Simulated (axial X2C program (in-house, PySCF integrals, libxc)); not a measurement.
## Photoelectron levels of SbAs by EOM-IP-CCSD

Computed with an axial X2C code built on PySCF integrals: two-component X2C with atomic mean-field Coulomb and Gaunt terms, Gaussian nuclei, basis Sb dyall-cv3z, As dyall-cv3z with contracted cores.

R = 2.284 Å (near the PBE0 minimum at charge 0 of the determinant lowest at the starting distance; the state shown can have its own minimum elsewhere).

Hartree–Fock spinors of SbAs (one of each Kramers pair; a window near the gap, which can cut inner shells):

```tsv
ω	occupied	ε (eV)	character
1/2	yes	-22.20	53% As s, 30% Sb s, 8% Sb p
1/2	yes	-15.94	45% Sb s, 24% As s, 18% As p
1/2	yes	-9.68	44% As p, 43% Sb p, 8% Sb s
1/2	yes	-8.75	50% Sb p, 44% As p, 2% As d
3/2	yes	-8.53	55% As p, 40% Sb p, 3% Sb d
1/2	no	-0.19	46% As p, 41% Sb p, 8% Sb d
3/2	no	-0.01	53% Sb p, 34% As p, 7% Sb d
1/2	no	2.45	53% Sb p, 17% As p, 16% Sb d
1/2	no	4.42	70% Sb s, 11% As s, 8% As d
1/2	no	4.92	82% Sb p, 12% As p, 4% As d
3/2	no	5.13	79% Sb p, 14% As p, 4% As d
```

Vertical ionisation energies of SbAs to the states of SbAs⁺:

```csv
Ω of SbAs⁺,vertical IE (eV),above lowest (cm⁻¹),ionised spinor,one-hole weight
3/2,9.104,0,"55% As pπ, 40% Sb pπ",0.96
1/2,9.349,1975,"40% Sb pπ, 39% As pπ, 8% As pσ",0.96
1/2,9.620,4155,"36% As pσ, 34% Sb pσ, 13% Sb pπ",0.95
```

**Question.** How far does the lowest EOM-IP-CCSD energy lie from the Koopmans value −ε of the highest filled spinor?

**Answer.** 9.104 eV against 8.53 eV, a shift of 0.57 eV: relaxation of the final state lowers the energy and the loss of correlation raises it.

This point took 21 s on 1 thread of Arm Neoverse V1, with other jobs on the host.

Reference electrons by ω block (each with its −ω partner): 1/2: 27, 3/2: 12, 5/2: 3. 20 electrons of SbAs correlated (inner shells frozen), 82 natural virtual spinors (a truncated set); levels can be off by some tenths of an eV. Roots sought by Ω: (1/2: 4, 3/2: 3, 5/2: 1); rows need 60 % one-particle weight and stop where some Ω has no more roots. Missing are any skipped roots, higher Ω and states of a further excitation; these come out far too high here and may in truth be low or lowest. T1 of the reference 0.018 (Lee–Taylor). Number of frozen shells: Sb 4 s, 3 p, 1 d; As 3 s, 2 p, 1 d.
